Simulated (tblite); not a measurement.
A geometry optimisation, step by step.

CH₉BN₂Si.
SMILES with atom numbers: `[CH3:1][BH:2][NH:3][SiH2:4][NH2:5]` (hydrogens: H6, H7, H8 on C1; H9 on B2; H10 on N3; H11, H12 on Si4; H13, H14 on N5)

Computed with GFN2-xTB (tblite), gas phase: L-BFGS steps from a force-field or distance-geometry start until the largest atomic force falls under 0.01 eV/Å. 11 of its 138 geometries are shown.

Step 0: E = -423.3331 eV, largest atomic force 1.894 eV/Å
```
atom  x, y, z in Å  |  force x, y, z in eV/Å
C1     -2.468    0.502   -0.012   -0.382  -0.136  -0.208
B2     -1.263   -0.435    0.349    1.285   0.515   0.795
N3      0.079    0.165    0.790   -0.586  -1.689  -0.624
Si4     1.320   -0.378   -0.378    0.140   0.301   1.218
N5      2.908    0.286    0.114   -0.770   0.494  -1.399
H6     -3.363   -0.112   -0.288    0.641   0.782   0.168
H7     -2.729    1.145    0.857    0.143  -0.330  -0.754
H8     -2.191    1.154   -0.866   -0.365  -0.254   0.606
H9     -1.390   -1.618    0.327    0.070   0.300   0.137
H10     0.303   -0.238    1.724   -0.087   0.492  -0.935
H11     1.392   -1.856   -0.360    0.257   0.218  -0.105
H12     0.979    0.075   -1.723   -0.231   0.073  -0.117
H13     3.589   -0.016   -0.610   -0.463   0.369   0.909
H14     2.834    1.326    0.026    0.347  -1.134   0.310
```

Step 14: E = -423.8776 eV, largest atomic force 0.241 eV/Å
```
atom  x, y, z in Å  |  force x, y, z in eV/Å
C1     -2.426    0.492   -0.038    0.028   0.051  -0.062
B2     -1.280   -0.481    0.422   -0.011   0.002   0.234
N3      0.066    0.000    0.624    0.008  -0.005   0.008
Si4     1.295   -0.385   -0.523    0.034  -0.062  -0.015
N5      2.766    0.305    0.058   -0.050   0.079  -0.014
H6     -3.351   -0.001   -0.329    0.083  -0.011  -0.045
H7     -2.666    1.137    0.809    0.009   0.018  -0.020
H8     -2.111    1.152   -0.838   -0.011   0.102  -0.099
H9     -1.550   -1.602    0.662    0.028  -0.081   0.225
H10     0.411   -0.126    1.567   -0.075  -0.168  -0.048
H11     1.728   -1.790   -0.553   -0.112  -0.109  -0.138
H12     0.677    0.028   -1.791    0.179   0.040  -0.048
H13     3.622   -0.024   -0.366   -0.147   0.161   0.052
H14     2.817    1.294    0.243    0.038  -0.018  -0.029
```

Step 27: E = -424.2817 eV, largest atomic force 0.597 eV/Å
```
atom  x, y, z in Å  |  force x, y, z in eV/Å
C1     -2.308    0.457   -0.114    0.047   0.186  -0.080
B2     -1.312   -0.510    0.675   -0.238   0.546   0.034
N3      0.086   -0.436    0.557   -0.147   0.034   0.044
Si4     1.292   -0.400   -0.696   -0.420  -0.029  -0.122
N5      2.596    0.395    0.080    0.036  -0.119   0.251
H6     -3.223    0.029   -0.532    0.260  -0.172   0.096
H7     -2.650    1.171    0.642   -0.034  -0.097   0.048
H8     -1.852    1.079   -0.885    0.124  -0.275  -0.078
H9     -1.749   -1.097    1.605   -0.008  -0.019  -0.055
H10     0.533   -0.648    1.442    0.070  -0.254  -0.147
H11     1.658   -1.785   -0.992    0.206  -0.115   0.059
H12     0.891    0.188   -1.977   -0.237   0.156   0.084
H13     3.526    0.205   -0.224    0.397  -0.021  -0.172
H14     2.513    1.351    0.367   -0.057   0.177   0.037
```

Step 41: E = -424.5427 eV, largest atomic force 0.188 eV/Å
```
atom  x, y, z in Å  |  force x, y, z in eV/Å
C1     -2.201    0.496   -0.134   -0.019   0.058  -0.063
B2     -1.279   -0.325    0.855    0.033  -0.065  -0.055
N3      0.053   -0.634    0.576    0.145  -0.035   0.001
Si4     1.222   -0.383   -0.698   -0.014   0.069   0.160
N5      2.554    0.384    0.097   -0.053   0.018  -0.049
H6     -2.971   -0.161   -0.536    0.018  -0.032  -0.062
H7     -2.739    1.295    0.368   -0.032   0.042   0.180
H8     -1.683    0.955   -0.970    0.092  -0.109  -0.054
H9     -1.729   -0.744    1.863   -0.035   0.075  -0.024
H10     0.508   -1.177    1.300   -0.085   0.042   0.038
H11     1.735   -1.696   -1.090   -0.005  -0.025  -0.078
H12     0.647    0.368   -1.813   -0.069  -0.023  -0.008
H13     3.471    0.300   -0.310   -0.056   0.067   0.002
H14     2.412    1.323    0.440    0.080  -0.082   0.012
```

Step 55: E = -424.5649 eV, largest atomic force 0.086 eV/Å
```
atom  x, y, z in Å  |  force x, y, z in eV/Å
C1     -2.169    0.483   -0.168    0.015  -0.003   0.085
B2     -1.272   -0.332    0.848    0.006  -0.027   0.030
N3      0.063   -0.659    0.612   -0.028   0.003   0.010
Si4     1.203   -0.383   -0.675    0.007   0.012  -0.016
N5      2.550    0.385    0.081    0.036  -0.015   0.022
H6     -2.946   -0.168   -0.571    0.044   0.059  -0.043
H7     -2.688    1.281    0.361   -0.035   0.032  -0.052
H8     -1.629    0.927   -0.999   -0.041  -0.060   0.008
H9     -1.750   -0.683    1.868   -0.011  -0.020  -0.013
H10     0.495   -1.191    1.356    0.022   0.021   0.017
H11     1.721   -1.669   -1.147   -0.009  -0.025  -0.012
H12     0.557    0.369   -1.750   -0.009   0.006  -0.028
H13     3.443    0.353   -0.383    0.000   0.043  -0.016
H14     2.421    1.286    0.515    0.004  -0.026   0.007
```

Step 68: E = -424.5731 eV, largest atomic force 0.032 eV/Å
```
atom  x, y, z in Å  |  force x, y, z in eV/Å
C1     -2.155    0.477   -0.171   -0.007   0.000  -0.016
B2     -1.280   -0.345    0.859    0.014   0.022   0.003
N3      0.070   -0.632    0.645    0.026  -0.010  -0.007
Si4     1.193   -0.385   -0.667    0.002   0.000   0.008
N5      2.565    0.364    0.065    0.019  -0.003   0.008
H6     -2.934   -0.156   -0.595    0.001  -0.018  -0.007
H7     -2.674    1.295    0.326    0.008   0.001   0.017
H8     -1.589    0.896   -0.997   -0.013  -0.001  -0.006
H9     -1.777   -0.723    1.858    0.008  -0.003   0.013
H10     0.517   -1.136    1.400   -0.020   0.011  -0.017
H11     1.673   -1.682   -1.156   -0.016   0.022   0.016
H12     0.545    0.379   -1.734   -0.002  -0.001  -0.026
H13     3.418    0.427   -0.468   -0.024  -0.001   0.005
H14     2.427    1.220    0.582    0.004  -0.018   0.010
```

Step 82: E = -424.5747 eV, largest atomic force 0.031 eV/Å
```
atom  x, y, z in Å  |  force x, y, z in eV/Å
C1     -2.158    0.472   -0.175   -0.014   0.005  -0.004
B2     -1.276   -0.333    0.862    0.024   0.006   0.003
N3      0.073   -0.619    0.643    0.009  -0.011  -0.027
Si4     1.190   -0.378   -0.672   -0.004   0.015  -0.002
N5      2.570    0.351    0.067   -0.012   0.012   0.012
H6     -2.930   -0.172   -0.594   -0.003  -0.009   0.007
H7     -2.682    1.289    0.318   -0.004   0.000  -0.005
H8     -1.598    0.889   -1.006   -0.006  -0.004   0.016
H9     -1.763   -0.703    1.870   -0.007   0.007  -0.006
H10     0.524   -1.126    1.393   -0.017   0.011   0.024
H11     1.654   -1.681   -1.156    0.011  -0.022  -0.012
H12     0.552    0.382   -1.749    0.003   0.012   0.008
H13     3.405    0.452   -0.486    0.026   0.001  -0.007
H14     2.438    1.175    0.633   -0.007  -0.023  -0.007
```

Step 96: E = -424.5759 eV, largest atomic force 0.027 eV/Å
```
atom  x, y, z in Å  |  force x, y, z in eV/Å
C1     -2.167    0.464   -0.180    0.001  -0.005   0.000
B2     -1.268   -0.314    0.863   -0.001  -0.003   0.004
N3      0.077   -0.611    0.637    0.002   0.007   0.003
Si4     1.193   -0.378   -0.681   -0.004  -0.002  -0.006
N5      2.580    0.329    0.066   -0.005  -0.017   0.001
H6     -2.928   -0.202   -0.584   -0.005  -0.001  -0.004
H7     -2.704    1.279    0.303   -0.004   0.000  -0.001
H8     -1.618    0.879   -1.020    0.001  -0.003  -0.004
H9     -1.746   -0.660    1.884    0.003  -0.001   0.003
H10     0.529   -1.101    1.397    0.001   0.001  -0.001
H11     1.642   -1.681   -1.183   -0.007   0.004  -0.002
H12     0.561    0.406   -1.744   -0.001   0.007   0.001
H13     3.401    0.480   -0.495    0.020  -0.010  -0.007
H14     2.445    1.111    0.686   -0.001   0.023   0.014
```

Step 110: E = -424.5874 eV, largest atomic force 0.619 eV/Å
```
atom  x, y, z in Å  |  force x, y, z in eV/Å
C1     -2.232    0.295   -0.242    0.047  -0.021   0.003
B2     -1.265   -0.243    0.889    0.038   0.003  -0.047
N3      0.106   -0.399    0.684   -0.012   0.013   0.057
Si4     1.151   -0.210   -0.694    0.133   0.014  -0.093
N5      2.652    0.121    0.098    0.058  -0.396  -0.472
H6     -2.934   -0.481   -0.544   -0.036   0.028   0.035
H7     -2.825    1.128    0.134   -0.034  -0.043  -0.047
H8     -1.715    0.627   -1.138   -0.011   0.000   0.025
H9     -1.694   -0.511    1.951   -0.064   0.004   0.053
H10     0.634   -0.716    1.488   -0.082  -0.023  -0.042
H11     1.325   -1.471   -1.427    0.001   0.062   0.056
H12     0.650    0.848   -1.585    0.030  -0.035   0.056
H13     3.507    0.157   -0.438   -0.185   0.016   0.068
H14     2.638    0.855    0.773    0.117   0.379   0.347
```

Step 123: E = -424.6198 eV, largest atomic force 0.089 eV/Å
```
atom  x, y, z in Å  |  force x, y, z in eV/Å
C1     -2.238    0.116   -0.304    0.047  -0.017   0.004
B2     -1.274   -0.132    0.922    0.007  -0.042   0.023
N3      0.110   -0.209    0.760    0.018  -0.015   0.020
Si4     1.118   -0.005   -0.647    0.024  -0.008   0.072
N5      2.698   -0.079    0.050   -0.046   0.001   0.006
H6     -2.861   -0.764   -0.451   -0.046  -0.047  -0.037
H7     -2.922    0.941   -0.127   -0.034   0.068   0.032
H8     -1.714    0.307   -1.235    0.015   0.005  -0.043
H9     -1.729   -0.289    1.997    0.014  -0.001   0.023
H10     0.642   -0.458    1.584   -0.054   0.050  -0.050
H11     1.012   -1.127   -1.581    0.034  -0.006   0.018
H12     0.773    1.266   -1.297    0.003   0.028  -0.018
H13     3.497   -0.090   -0.561   -0.019   0.001  -0.030
H14     2.888    0.521    0.838    0.036  -0.017  -0.019
```

Step 137: E = -424.6259 eV, largest atomic force 0.008 eV/Å
```
atom  x, y, z in Å  |  force x, y, z in eV/Å
C1     -2.239    0.075   -0.318    0.001   0.001   0.001
B2     -1.288   -0.151    0.924    0.000  -0.003   0.002
N3      0.101   -0.156    0.785    0.000  -0.002   0.000
Si4     1.113    0.044   -0.619    0.001  -0.004  -0.004
N5      2.702   -0.109    0.035    0.005   0.002   0.006
H6     -2.879   -0.793   -0.468   -0.004   0.001   0.003
H7     -2.909    0.917   -0.150    0.000   0.000   0.000
H8     -1.703    0.253   -1.246    0.000   0.000  -0.001
H9     -1.747   -0.325    1.995   -0.003   0.000   0.000
H10     0.629   -0.347    1.624   -0.004   0.001  -0.005
H11     0.977   -1.061   -1.569   -0.002   0.000   0.000
H12     0.807    1.340   -1.248    0.001   0.001   0.003
H13     3.470   -0.163   -0.613    0.001   0.001  -0.003
H14     2.965    0.476    0.813    0.004   0.003   0.000
```

Question: Summarise the path.

Answer: The energy falls by 29.81 kcal/mol from step 0 to step 137; nine tenths of that is first reached at step 36. It rises by more than 0.2 meV at step 108. The largest force goes from 1.894 to 0.008 eV/Å. Among the bonds B2–N3 changes most, from 1.535 to 1.396 Å; the atoms move by 1.018 Å rms after alignment.

Question: Follow the three bonds and two angles with the largest change from start to end.

Answer: 
```
step  E above end (kcal/mol)  largest force (eV/Å)  B2–N3 (Å)  Si4–N5 (Å)  N3–Si4 (Å)  B2–N3–Si4 (°)  Si4–N5–H14 (°)
   0                   29.81                 1.894      1.535       1.789       1.789          107.5           106.5
   6                   20.90                 0.685      1.450       1.732       1.731          114.3           118.6
  12                   17.92                 0.644      1.445       1.716       1.718          118.3           120.9
  18                   15.68                 0.486      1.439       1.726       1.733          126.0           121.3
  24                   10.63                 0.821      1.419       1.744       1.739          132.4           119.5
  30                    5.97                 0.381      1.403       1.731       1.746          140.4           117.8
  36                    2.96                 0.302      1.393       1.722       1.737          140.9           116.2
  42                    1.83                 0.144      1.396       1.729       1.745          138.1           118.0
  48                    1.56                 0.105      1.397       1.728       1.747          137.3           119.2
  54                    1.43                 0.088      1.395       1.725       1.741          135.7           119.1
  60                    1.29                 0.075      1.395       1.727       1.742          135.1           117.9
  66                    1.23                 0.056      1.397       1.727       1.745          135.1           118.3
  71                    1.21                 0.040      1.396       1.726       1.743          135.1           118.2
  77                    1.19                 0.034      1.396       1.726       1.743          135.1           118.8
  83                    1.17                 0.033      1.396       1.726       1.743          135.3           118.8
  89                    1.16                 0.041      1.396       1.726       1.743          135.5           118.5
  95                    1.15                 0.016      1.396       1.726       1.743          135.3           118.5
 101                    1.13                 0.040      1.395       1.727       1.743          135.4           118.1
 107                    0.99                 0.123      1.395       1.726       1.742          135.1           117.3
 113                    0.61                 0.210      1.394       1.729       1.740          132.8           116.9
 119                    0.34                 0.096      1.393       1.727       1.742          131.2           117.5
 125                    0.07                 0.137      1.395       1.725       1.743          131.4           118.0
 131                    0.01                 0.042      1.395       1.726       1.742          131.1           119.0
 137                    0.00                 0.008      1.396       1.726       1.742          131.2           118.7
```

The cost below is that of the whole relaxation. On an Arm Neoverse V1 with one thread, no GPU, shared host, this took 0.72 s wall.
